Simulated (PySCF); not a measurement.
## Functional dependence of a UV spectrum

Species: carbon sulfide selenide, CSSe.
SMILES: `S=C=[Se]`

Linear-response calculations in the def2-SVPD basis (PySCF; singlets by full response, triplets Tamm–Dancoff, core orbitals frozen in the response; HF means time-dependent Hartree–Fock). 'Strongest' is the level of largest summed f among the singlets computed (10 roots, of which the last may lack a degenerate partner); it can jump between rows when another state enters that window. S1 is the lowest singlet of each run and needn't be the same state throughout; f(S1) is that of one state. Geometry: PBE0-D3(BJ)/def2-SVP; no solvent, vibrations or thermal averaging. Relativistic effects, spin–orbit coupling among them, are left out although an element past zinc is present.

| functional | kind | S1 (eV) | f(S1) | strongest (eV) | T1 (eV) | HOMO (eV) | gap (eV) | ionisation energy, ΔSCF (eV) |
| --- | --- | --- | --- | --- | --- | --- | --- | --- |
| LDA | LDA | 3.61 | 0.000 | 6.10 | 3.14 | -6.72 | 3.61 | 9.93 |
| PBE | GGA | 3.63 | 0.000 | 6.05 | 3.03 | -6.58 | 3.63 | 9.70 |
| PBE0 | global hybrid, 25% exact exchange | 3.58 | 0.000 | 6.21 | 2.95 | -7.59 | 5.35 | 9.74 |
| BHandHLYP | global hybrid, 50% exact exchange | 3.50 | 0.000 | 6.24 | 2.91 | -8.40 | 7.04 | 9.57 |
| CAM-B3LYP | range-separated hybrid | 3.38 | 0.000 | 6.12 | 2.89 | -8.68 | 7.47 | 9.70 |
| wB97X-D | range-separated hybrid | 3.42 | 0.000 | 6.18 | 2.95 | -9.27 | 8.66 | 9.74 |
| LC-wPBE | range-separated hybrid | 3.22 | 0.000 | 6.19 | 2.75 | -9.92 | 9.63 | 9.71 |
| HF | Hartree–Fock | 3.44 | 0.000 | 6.37 | 2.75 | -9.72 | 10.55 | not settled |

Problem. What does B3LYP (global hybrid, 20% exact exchange) give?

Solution. S1 (eV) 3.55, f(S1) 0.000, strongest (eV) 6.10, T1 (eV) 2.99, HOMO (eV) -7.34, gap (eV) 4.96, ionisation energy, ΔSCF (eV) 9.73. S1 runs from 3.22 eV (LC-wPBE) to 3.63 eV (PBE), a spread of 0.40 eV, while the orbital gap spreads over 6.9 eV. −ε(HOMO) comes closest to its own ΔSCF ionisation energy with LC-wPBE (+0.22 eV) and misses most with LDA (-3.21 eV). 'Not settled' means that the ion's SCF failed to converge or may have ended in another state than the lowest.
